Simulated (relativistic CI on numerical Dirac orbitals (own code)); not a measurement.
**Spin-allowed bands of a d8 ion in an octahedral site, by hand**

Problem. Take Δ = 13230 cm⁻¹ and B = 630 cm⁻¹ for a d8 ion in an octahedral site. Calculate the three spin-allowed bands.

Working.
1. The terms of highest spin are 3F (energy 0) and 3P (15B = 9450 cm⁻¹). Here the F term splits into A2 at −1.2Δ = -15876, T2 at −0.2Δ = -2646 and T1 at +0.6Δ = 7938 cm⁻¹.
2. The two T1 states mix through the element 0.4Δ: H = [[7938, 5292], [5292, 9450]], with roots ½(H₁₁ + H₂₂) ∓ ½√[(H₂₂ − H₁₁)² + 4H₁₂²] = ½(17388) ∓ ½(10691) = 3348 and 14040 cm⁻¹.
3. The ground term is 3A2 at -15876 cm⁻¹.
4. Bands: 3T2 13230 cm⁻¹ (756 nm), 3T1(F) 19224 cm⁻¹ (520 nm), 3T1(P) 29916 cm⁻¹ (334 nm).

Check. Exact diagonalisation of the whole d8 shell with these parameters gives 3T2 13230, 3T1 19224, 3T1 29916 cm⁻¹. The match is exact, since without spin-orbit coupling no other term has this spin. The ratio of the second band to the first, 1.453, depends on Δ/B = 21.0 alone, which is how a Tanabe-Sugano diagram is read.
